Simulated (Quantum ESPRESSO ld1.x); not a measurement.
Q: These are the eigenvalues of the occupied orbitals of an atom or ion with whole-number occupations (hartree). Method: Dirac Kohn-Sham, PBE, spin-unpolarised, spherical densities, point nucleus; computed with ld1.x of Quantum ESPRESSO 7.5.

1s1/2: -1478.79
2s1/2: -236.791
2p1/2: -223.560
2p3/2: -207.147
3s1/2: -51.0997
3p1/2: -45.4998
3p3/2: -42.2745
3d3/2: -32.4894
3d5/2: -31.7968
4s1/2: -10.4523
4p1/2: -8.37271
4p3/2: -7.67999
4d3/2: -4.26699
4d5/2: -4.14559
5s1/2: -1.63150
5p1/2: -1.06889
5p3/2: -0.96964
4f5/2: -0.34562
4f7/2: -0.33350
5d3/2: -0.26942
5d5/2: -0.26183

Which element is it, and in what charge state? The configuration may be excited. Open shells, if any, are shared by 2j + 1.

A: Z = 58, cerium, charge +1: Ce+ in [Xe] 4f1 5d2. The list shows which subshells hold electrons but not how many an open one holds; the 1s level, -1478.8 hartree, gives Z - s = 54.4 by -(Z - s)^2/2, which with screening and relativity narrows Z to a few neighbours, and the depths of the outer levels then fix element, charge and occupations together.
